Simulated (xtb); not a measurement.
BaF (SMILES [F][Ba+]), charge +1, singlet, from a rough starting geometry (GFN-xTB shapes and energies of metal compounds can be far from the true ones); GFN2-xTB (xtb 6.7.1).

xtb was given this input:
```
$ xtb mol.xyz --gfn 2 --chrg 1 --opt vtight --json

# file mol.xyz
2

Ba    -0.58861529    -0.60085587    -0.77471281
F      0.53433170     0.54571228     0.87263065
```

Output, abridged:

```
   ID    Z sym.   atoms
    1   56 Ba     1
    2    9 F      2

           -------------------------------------------------
          |                Calculation Setup                |
           -------------------------------------------------

           -------------------------------------------------
          |                 G F N 2 - x T B                 |
           -------------------------------------------------

          ...................................................
          :                      SETUP                      :
          :.................................................:
          :  # basis functions                  14          :
          :  # atomic orbitals                  13          :
          :  # shells                            5          :
          :  # electrons                         8          :
          :  max. iterations                   250          :
          :  Hamiltonian                  GFN2-xTB          :
          :  restarted?                      false          :
          :  GBSA solvation                  false          :
          :  PC potential                    false          :
          :  electronic temp.          300.0000000     K    :
          :  accuracy                    1.0000000          :
          :  -> integral cutoff          0.2500000E+02      :
          :  -> integral neglect         0.1000000E-07      :
          :  -> SCF convergence          0.1000000E-05 Eh   :
          :  -> wf. convergence          0.1000000E-03 e    :
          :  Broyden damping             0.4000000          :
          :  net charge                          1          :
          :  unpaired electrons                  0          :
          ...................................................

 iter      E             dE          RMSdq      gap      omega  full diag
   1      7.2804838  0.728048E+01  0.155E+02    1.94       0.0  T
   2     -4.1641109 -0.114446E+02  0.561E+01   45.06       1.0  T
   3     -4.2442467 -0.801358E-01  0.457E+01   23.01       1.0  T
   4     -4.4120117 -0.167765E+00  0.421E+01    5.42       1.0  T
   5     11.3585615  0.157706E+02  0.100E+02    4.73       1.0  T
   6     12.7223845  0.136382E+01  0.657E+01    6.76       1.0  T
   7     -3.6340559 -0.163564E+02  0.734E+01    0.12       1.0  T
   8     -4.3300349 -0.695979E+00  0.525E+01   10.77       1.0  T
   9     -4.3219718  0.806309E-02  0.592E+01   11.69       1.0  T
  10     -4.1414107  0.180561E+00  0.276E+01    0.18       1.0  T
  11      8.0091776  0.121506E+02  0.162E+02    2.17       1.0  T
  12     -4.1976696 -0.122068E+02  0.704E+01   32.82       1.0  T
  13     -4.3053534 -0.107684E+00  0.445E+01   12.43       1.0  T
  14     -4.5941944 -0.288841E+00  0.310E+01    1.79       1.0  T
  15     -4.5753286  0.188658E-01  0.321E+01    1.95       1.0  T
  16     -4.4474401  0.127888E+00  0.230E+01    0.37       1.0  T
  17     -4.4409076  0.653246E-02  0.238E+01    0.36       1.0  T
  18     -4.7240938 -0.283186E+00  0.308E+01    0.96       1.0  T
  19     -4.6857976  0.382962E-01  0.296E+01    1.25       1.0  T
  20     -4.1980124  0.487785E+00  0.214E+01    0.20       1.0  T
  21     -4.6754377 -0.477425E+00  0.262E+01    0.62       1.0  T
  22     -4.2753885  0.400049E+00  0.207E+01    0.25       1.0  T
  23     -4.4440803 -0.168692E+00  0.219E+01    0.37       1.0  T
  24     -4.4970527 -0.529724E-01  0.220E+01    0.41       1.0  T
  25     -4.2259180  0.271135E+00  0.212E+01    0.22       1.0  T
  26     -4.2908525 -0.649344E-01  0.213E+01    0.27       1.0  T
  27     -3.9219183  0.368934E+00  0.190E+01    0.14       1.0  T
  28     -3.9303161 -0.839784E-02  0.170E+01    0.17       1.0  T
  29     -3.8793533  0.509628E-01  0.180E+01    0.18       1.0  T
  30     -4.0577988 -0.178446E+00  0.171E+01    0.21       1.0  T
  31     -3.9941438  0.636550E-01  0.176E+01    0.20       1.0  T
  32     -4.1898687 -0.195725E+00  0.157E+01    0.28       1.0  T
[...]
         :: total energy              -4.743766987183 Eh    ::
 * total energy  :    -4.7437670 Eh     change       -0.1270895E-10 Eh
 * total energy  :    -4.7438848 Eh     change       -0.1178593E-03 Eh
 * total energy  :    -4.7439028 Eh     change       -0.1794880E-04 Eh
 * total energy  :    -4.7439061 Eh     change       -0.3315089E-05 Eh
 * total energy  :    -4.7439061 Eh     change       -0.2255999E-08 Eh
   *** GEOMETRY OPTIMIZATION CONVERGED AFTER 5 ITERATIONS ***
         :: total energy              -4.743906112619 Eh    ::
[...]
         :: gradient norm              0.000000333040 Eh/a0 ::
         :: HOMO-LUMO gap              1.028414529555 eV    ::
         ::.................................................::
         :: SCC energy                -4.744235070949 Eh    ::
         :: -> isotropic ES            0.212096775493 Eh    ::
         :: -> anisotropic ES          0.002092894620 Eh    ::
         :: -> anisotropic XC         -0.000207344324 Eh    ::
         :: -> dispersion             -0.000519049529 Eh    ::
         :: repulsion energy           0.000328958330 Eh    ::
         :: add. restraining           0.000000000000 Eh    ::
         :: total charge               1.000000000172 e     ::
         :::::::::::::::::::::::::::::::::::::::::::::::::::::

           -------------------------------------------------
          |                Property Printout                |
           -------------------------------------------------

    * Orbital Energies and Occupations

         #    Occupation            Energy/Eh            Energy/eV
      -------------------------------------------------------------
         1        2.0000           -1.0533139             -28.6621
         2        2.0000           -0.7630453             -20.7635
         3        2.0000           -0.7496377             -20.3987
         4        2.0000           -0.7496377             -20.3987 (HOMO)
         5                         -0.7118442             -19.3703 (LUMO)
         6                         -0.5553731             -15.1125
         7                         -0.5553731             -15.1125
         8                         -0.4460023             -12.1363
         9                         -0.2245311              -6.1098
        10                         -0.2245311              -6.1098
        11                         -0.1962588              -5.3405
        12                         -0.1962588              -5.3405
        13                          0.0503616               1.3704
      -------------------------------------------------------------
                  HL-Gap            0.0377935 Eh            1.0284 eV
             Fermi-level           -0.7304117 Eh          -19.8755 eV

     #   Z          covCN         q      C6AA      α(0)
     1  56 Ba       0.593     1.007  4131.811   287.673
     2   9 F        0.593    -0.007     9.469     3.629

 Mol. C6AA /au·bohr⁶  :       4370.924488
 Mol. C8AA /au·bohr⁸  :    1295592.515695
 Mol. α(0) /au        :        291.301592

Wiberg/Mayer (AO) data.
largest (>0.10) Wiberg bond orders for each atom

 ---------------------------------------------------------------------------
     #   Z sym  total        # sym  WBO       # sym  WBO       # sym  WBO
 ---------------------------------------------------------------------------
     1  56 Ba   1.443 --     2 F    1.443
     2   9 F    1.443 --     1 Ba   1.443
 ---------------------------------------------------------------------------

Topologies differ in total number of bonds
Writing topology from bond orders to xtbtopo.mol

molecular dipole:
                 x           y           z       tot (Debye)
 q only:       -1.152      -1.176      -1.522
   full:       -1.559      -1.592      -2.120       7.817
molecular quadrupole (traceless):
                xx          xy          yy          xz          yz          zz
 q only:       -0.502       1.977      -0.420       2.552       2.605       0.922
  q+dip:       -0.783       2.957      -0.662       3.858       3.938       1.445
   full:       -0.312       1.748      -0.240       2.120       2.164       0.552

optimized geometry written to: xtbopt.xyz

           -------------------------------------------------
          | TOTAL ENERGY               -4.743906112619 Eh   |
          | GRADIENT NORM               0.000000333040 Eh/α |
          | HOMO-LUMO GAP               1.028414529555 eV   |
           -------------------------------------------------
```
